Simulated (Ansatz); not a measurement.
Start from `[F][GeH2][SiH2][SiH3]` and change one atom or group to get `[F][GeH2][SiH3]`.

Ansatz, PBE0-D4/def2-TZVP geometries, multiplicity 1. Each molecule was computed in one conformer, which needn't be the lowest.

Scalar relativity is left out up to krypton.

```tsv
property	`[F][GeH2][SiH2][SiH3]`
HOMO–LUMO gap (B3LYP/def2-TZVPP) / eV	6.94
LUMO energy (ωB97M-V/def2-TZVPP) / eV	0.96
size of the dipole moment (PBE/def2-TZVPP) / D	1.93
size of the dipole moment (ωB97M-V/def2-TZVPP) / D	2.10
HOMO–LUMO gap (ωB97M-V/def2-TZVPP) / eV	11.07
LUMO energy (PBE0/def2-TZVPP) / eV	-0.81
```

Q: What does the change do to each property? (Estimate.)

A: Ansatz gave: 
```
                                          property  `[F][GeH2][SiH3]`  shift
             HOMO–LUMO gap (B3LYP/def2-TZVPP) / eV               7.40   0.46
             LUMO energy (ωB97M-V/def2-TZVPP) / eV               1.22   0.26
    size of the dipole moment (PBE/def2-TZVPP) / D               2.05   0.12
size of the dipole moment (ωB97M-V/def2-TZVPP) / D               2.23   0.13
           HOMO–LUMO gap (ωB97M-V/def2-TZVPP) / eV              11.73   0.66
                LUMO energy (PBE0/def2-TZVPP) / eV              -0.63   0.18
```

With PBE0 the HOMO falls by 0.32 eV and the LUMO rises by 0.18 eV, so the gap widens by about 0.50 eV. PBE moves the HOMO by -0.22 eV and ωB97M-V by -0.40 eV. Dipoles are sizes alone; their direction can turn.

B3LYP here is the variant with VWN-RPA as its local correlation; programs differ in this.
